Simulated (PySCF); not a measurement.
PySCF input (BP86/def2-TZVPD):

```python
from pyscf import gto, scf, dft

mol = gto.M(
    atom='''
    F    -1.18261059   -0.45587354    0.19349076
    S    -0.00851766    0.42106893   -0.24933404
    F     1.19770611   -0.43039347    0.15520534
    H     0.00042284    1.23930015    0.85107977
    ''',
    basis='def2-tzvpd',
    charge=1,
    spin=0,
    verbose=4,
)

mf = dft.RKS(mol, xc='bp86').density_fit(auxbasis='def2-universal-jkfit')
mf.grids.level = 3
mf.conv_tol = 1e-9
mf.max_cycle = 100
mf.max_memory = 1500
mf.kernel()
if not mf.converged:
    mf = mf.newton()
    mf.kernel(mf.make_rdm1())
mf.analyze()
```

Output:

```
PySCF version 2.14.0

[INPUT] verbose = 4
[INPUT] num. atoms = 4
[INPUT] num. electrons = 34
[INPUT] charge = 1
[INPUT] spin (= nelec alpha-beta = 2S) = 0
[INPUT] symmetry False subgroup None
[INPUT] Mole.unit = angstrom
[INPUT] Symbol           X                Y                Z      unit          X                Y                Z       unit  Magmom
[INPUT]  1 F     -1.182610590000  -0.455873540000   0.193490760000 AA   -2.234810127110  -0.861476138036   0.365644544034 Bohr   0.0
[INPUT]  2 S     -0.008517660000   0.421068930000  -0.249334040000 AA   -0.016096044622   0.795704957264  -0.471173049131 Bohr   0.0
[INPUT]  3 F      1.197706110000  -0.430393470000   0.155205340000 AA    2.263336525618  -0.813325784101   0.293295585670 Bohr   0.0
[INPUT]  4 H      0.000422840000   1.239300150000   0.851079770000 AA    0.000799051795   2.341937869632   1.608307675458 Bohr   0.0

nuclear repulsion = 128.121436717809
number of shells = 49
number of NR pGTOs = 193
number of NR cGTOs = 135
basis = def2-tzvpd
ecp = {}

******** <class 'pyscf.df.df_jk.DFRKS'> ********
method = DFRKS
initial guess = minao
damping factor = 0
level_shift factor = 0
DIIS = <class 'pyscf.scf.diis.CDIIS'>
diis_start_cycle = 1
diis_space = 8
diis_damp = 0
SCF conv_tol = 1e-09
SCF conv_tol_grad = None
SCF max_cycles = 100
direct_scf = False
XC library pyscf.dft.libxc version 7.1.2
    S. Lehtola, C. Steigemann, M. J. T. Oliveira, and M. A. L. Marques,  SoftwareX 7, 1–5 (2018)
XC functionals = bp86
    A. D. Becke,  Phys. Rev. A 38, 3098 (1988)
    J. P. Perdew,  Phys. Rev. B 33, 8822 (1986)
    J. P. Perdew,  Phys. Rev. B 34, 7406–7406 (1986)
radial grids:
    Treutler-Ahlrichs [JCP 102, 346 (1995); DOI:10.1063/1.469408] (M4) radial grids

becke partition: Becke, JCP 88, 2547 (1988); DOI:10.1063/1.454033
pruning grids: <function nwchem_prune>
grids dens level: 3
symmetrized grids: False
atomic radii adjust function: <function treutler_atomic_radii_adjust>
small_rho_cutoff = 0
Set gradient conv threshold to 3.16228e-05
Initial guess from minao.
tot grids = 57216
init E= -599.127054571874
  HOMO = -0.320758642138422  LUMO = -0.0965136077121457  gap/eV = 6.10202
cycle= 1 E= -598.145545940447  delta_E= 0.982  |g|= 0.73  |ddm|=  1.6
  HOMO = -0.601903411741446  LUMO = -0.439730381867332  gap/eV = 4.41295
cycle= 2 E= -597.701964594486  delta_E= 0.444  |g|= 1.83  |ddm|= 1.31
  HOMO = -0.621512752475361  LUMO = -0.407540724310064  gap/eV = 5.82248
cycle= 3 E= -598.238185725432  delta_E= -0.536  |g|= 0.162  |ddm|= 0.885
[...]
cycle= 9 E= -598.242846324956  delta_E= -3.34e-10  |g|= 2.83e-05  |ddm|= 5.04e-05
  HOMO = -0.600011459802431  LUMO = -0.386658848441237  gap/eV = 5.80562
Extra cycle  E= -598.242846324223  delta_E= 7.33e-10  |g|= 7.33e-05  |ddm|= 4.71e-05
converged SCF energy = -598.242846324223
**** SCF Summaries ****
Total Energy =                        -598.242846324223478
Nuclear Repulsion Energy =             128.121436717808507
One-electron Energy =                -1072.110322666253069
Two-electron Energy =                  345.746039624221169
Two-electron Coulomb Energy =          392.479685152255740
DFT Exchange-Correlation Energy =      -46.733645528034593
HOMO-LUMO gap [eV] =                     5.805620266124487
**** MO energy ****
MO #1   energy= -88.5994201474615  occ= 2
MO #2   energy= -24.6363872800036  occ= 2
MO #3   energy= -24.6363602447791  occ= 2
MO #4   energy= -8.16000369848219  occ= 2
MO #5   energy= -6.18393525801602  occ= 2
MO #6   energy= -6.18032714317685  occ= 2
MO #7   energy= -6.17077735052679  occ= 2
MO #8   energy= -1.50286620275109  occ= 2
MO #9   energy= -1.45175769715852  occ= 2
MO #10  energy= -1.01238611744463  occ= 2
MO #11  energy= -0.830647968629077 occ= 2
MO #12  energy= -0.823357398172818 occ= 2
MO #13  energy= -0.777296854370041 occ= 2
MO #14  energy= -0.707462551005807 occ= 2
MO #15  energy= -0.707070893113796 occ= 2
MO #16  energy= -0.694225348419    occ= 2
MO #17  energy= -0.600011459802431 occ= 2
MO #18  energy= -0.386658848441237 occ= 0
MO #19  energy= -0.373146831906216 occ= 0
MO #20  energy= -0.266066326236817 occ= 0
MO #21  energy= -0.151780035433656 occ= 0
MO #22  energy= -0.126173701087603 occ= 0
MO #23  energy= -0.121501242410865 occ= 0
MO #24  energy= -0.117633195429375 occ= 0
MO #25  energy= -0.111648078243757 occ= 0
MO #26  energy= -0.103803004956505 occ= 0
MO #27  energy= -0.0569967433631209 occ= 0
MO #28  energy= -0.0552540835321072 occ= 0
MO #29  energy= -0.0207566200532009 occ= 0
MO #30  energy= -0.0147805779772461 occ= 0
MO #31  energy= -0.00962161937690076 occ= 0
MO #32  energy= -0.0035605281234411 occ= 0
MO #33  energy= 0.0188459726351997 occ= 0
MO #34  energy= 0.0216530677607717 occ= 0
MO #35  energy= 0.0267113061276649 occ= 0
MO #36  energy= 0.0475346694490759 occ= 0
MO #37  energy= 0.0517651293389475 occ= 0
MO #38  energy= 0.0572042371833344 occ= 0
MO #39  energy= 0.0945121042706877 occ= 0
MO #40  energy= 0.14053896861483   occ= 0
MO #41  energy= 0.150567934709399  occ= 0
MO #42  energy= 0.174998418760807  occ= 0
MO #43  energy= 0.176805452763654  occ= 0
MO #44  energy= 0.199138591359655  occ= 0
MO #45  energy= 0.218618771451253  occ= 0
MO #46  energy= 0.241514474043336  occ= 0
MO #47  energy= 0.260462814861815  occ= 0
MO #48  energy= 0.29423151981576   occ= 0
MO #49  energy= 0.304463109758594  occ= 0
MO #50  energy= 0.342665201135787  occ= 0
MO #51  energy= 0.385119867506777  occ= 0
MO #52  energy= 0.40626478185053   occ= 0
MO #53  energy= 0.410036203684614  occ= 0
MO #54  energy= 0.415363993325984  occ= 0
MO #55  energy= 0.421674222194294  occ= 0
MO #56  energy= 0.422748923620046  occ= 0
MO #57  energy= 0.436519246646546  occ= 0
MO #58  energy= 0.484672812482494  occ= 0
MO #59  energy= 0.524096470420904  occ= 0
MO #60  energy= 0.592639230813054  occ= 0
MO #61  energy= 0.640735578200393  occ= 0
MO #62  energy= 0.687063641548956  occ= 0
MO #63  energy= 0.727515421784132  occ= 0
MO #64  energy= 0.750685046240268  occ= 0
MO #65  energy= 0.802224115173816  occ= 0
MO #66  energy= 0.828609597330529  occ= 0
MO #67  energy= 0.920170395119597  occ= 0
MO #68  energy= 0.923159439226718  occ= 0
MO #69  energy= 1.04354273810053   occ= 0
MO #70  energy= 1.06593560249171   occ= 0
MO #71  energy= 1.15536589770209   occ= 0
MO #72  energy= 1.16324182091148   occ= 0
MO #73  energy= 1.24193560203961   occ= 0
MO #74  energy= 1.28934873181369   occ= 0
MO #75  energy= 1.34470379701177   occ= 0
MO #76  energy= 1.38740831751815   occ= 0
MO #77  energy= 1.4089636548886    occ= 0
MO #78  energy= 1.43611642772201   occ= 0
MO #79  energy= 1.46766614643864   occ= 0
MO #80  energy= 1.55322858407072   occ= 0
MO #81  energy= 1.62366447169656   occ= 0
MO #82  energy= 1.75572082554664   occ= 0
MO #83  energy= 1.7977331128274    occ= 0
MO #84  energy= 1.88070994644538   occ= 0
MO #85  energy= 1.91365163348668   occ= 0
MO #86  energy= 1.9453313874748    occ= 0
MO #87  energy= 1.95857675295071   occ= 0
MO #88  energy= 2.02305646924174   occ= 0
MO #89  energy= 2.13125777970447   occ= 0
MO #90  energy= 2.15470460847093   occ= 0
MO #91  energy= 2.28627008392866   occ= 0
MO #92  energy= 2.33633914522574   occ= 0
MO #93  energy= 2.35415557555206   occ= 0
MO #94  energy= 2.46062852079966   occ= 0
MO #95  energy= 2.49790502719596   occ= 0
MO #96  energy= 2.68096031275865   occ= 0
MO #97  energy= 2.70457678608714   occ= 0
MO #98  energy= 2.99169747571257   occ= 0
MO #99  energy= 3.06154432199149   occ= 0
MO #100 energy= 3.08276702484568   occ= 0
MO #101 energy= 3.09104587578066   occ= 0
MO #102 energy= 3.50968998856528   occ= 0
MO #103 energy= 3.57719082430602   occ= 0
MO #104 energy= 3.84816477733658   occ= 0
MO #105 energy= 3.98934149796557   occ= 0
MO #106 energy= 6.36691957617275   occ= 0
MO #107 energy= 6.39074777893403   occ= 0
[...]
```

It need not be the lowest isomer of its formula.
